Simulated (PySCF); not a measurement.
The same groups moved round the core (azulene fluoro+boryl). Gas-phase values, no solvent. One relaxed conformer stands for each flexible species; it need not be the lowest. Strings in code marks are SMILES.

The four lowest singlet excitations (Tamm–Dancoff). These are PySCF 2.14.0 with PBE-D3(BJ)/def2-TZVP // B3LYP-D3(BJ)/def2-SVP values and carry that method's errors. Excitations are Tamm–Dancoff values on a coarser integration grid. The basis has no diffuse functions, so Rydberg states are missing or too high.

```csv
state,energy (eV),wavelength (nm),oscillator strength
S1,1.81,684,0.009
S2,2.89,429,0.022
S3,3.70,335,0.085
S4,4.06,306,0.041
```

Task: Say which member gives these states.
(A) `Bc1ccc(F)c2cccc-2c1`
(B) `Bc1cc2cccc-2ccc1F`
(C) `Bc1cc2cccc(F)cc-2c1`
(D) `Bc1cc(F)ccc2cccc1-2`

Result: D, `Bc1cc(F)ccc2cccc1-2`
